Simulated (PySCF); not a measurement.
A structure optimised at PBE-D3(BJ)/def2-SVP, used in a PySCF frequency run:

```xyz
10

Al     0.0759    -0.9108     0.0000
C     -1.5300    -2.0004     0.0000
H     -2.1568    -1.7866     0.8907
H     -2.1568    -1.7866    -0.8907
H     -1.2855    -3.0811     0.0000
N      0.0040     0.8848     0.0000
C     -0.0736     2.0949     0.0000
O     -0.1470     3.2765     0.0000
O      1.6166    -1.6639     0.0000
H      2.4496    -1.1669     0.0000
```

Write its SMILES, formula and point group.

[CH3][Al]([OH])[N]=C=O, C₂H₄AlNO₂, Cs

What are its rotational constants (standard atomic weights)?

5.6912, 1.3697, 1.1118 GHz
